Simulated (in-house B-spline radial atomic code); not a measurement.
RPA and G0W0 on B3LYP (VWN-RPA): Te XVII (Te16+)

Configuration [Ar] 3d10 4s2 4p6, mean-field start B3LYP (VWN-RPA). Computed with a B-spline radial code for spherical atoms: all electrons, non-relativistic, point nucleus, each spin shell either full or empty, empty states to l = 9 with an (l + 1/2)⁻⁴ tail; G0W0 by contour deformation at full frequency.

Without relativity these are model numbers: it shifts the levels of so heavy an element strongly and can reorder them.

Command:
```bash
python run_gw.py task.json out
```
Settings (radii: box in bohr, nucleus in fm):
```
Z                        52
electrons                36
configuration            [Ar] 3d10 4s2 4p6
hamiltonian              nr
method                   b3lyp
lmax                     9
spin_polarised           False
box_radius               4.78
intervals                49
```

Time taken, with all properties: 2.1 s on 1 thread of Arm Neoverse N1 (shared host).

Energies (hartree):

| term | value |
| --- | --- |
| mean-field total | -6519.42890 |
| Hartree-Fock functional on these orbitals | -6517.59551 |
| direct second order | -3.1228 |
| second-order exchange | 0.88998 |
| SOSEX correction | 0.84221 |

Q: What is the RPA correlation energy, and what remains with SOSEX?

A: RPA gives -2.8474 hartree (-2.15 eV per electron); RPA + SOSEX gives -2.0052, and the second-order doubles -2.2328 hartree (no singles). SOSEX takes back 30 % of the RPA value.

Quasi-particle levels (eV):

```json
{"level": "4p", "occupied": "yes", "mean field": "-449.87", "Σx - vxc": "-10.99", "Σc": "?", "QP weight": "?", "G0W0": "?"}
{"level": "3d", "occupied": "yes", "mean field": "-961.01", "Σx - vxc": "-33.41", "Σc": "6.30", "QP weight": "0.950", "G0W0": "-988.13"}
{"level": "4d", "occupied": "no", "mean field": "-367.86", "Σx - vxc": "13.79", "Σc": "-3.15", "QP weight": "0.980", "G0W0": "-357.21"}
```

G0W0 = mean field + (Σx - vxc) + Σc, with Σc (partial-wave tail included) taken at the quasi-particle energy. Only the outer levels were computed. Levels of low weight are left out.

Q: Where does G0W0 put 4p?

A: At -461.97 eV, with Σc = -1.11 eV and a quasi-particle weight of 0.975. The tabulated removal energy is 461 ± 3 eV (NIST, tabulated theory); the calculation leaves out relativity, Breit and QED terms, and what these don't explain is the method's own error.
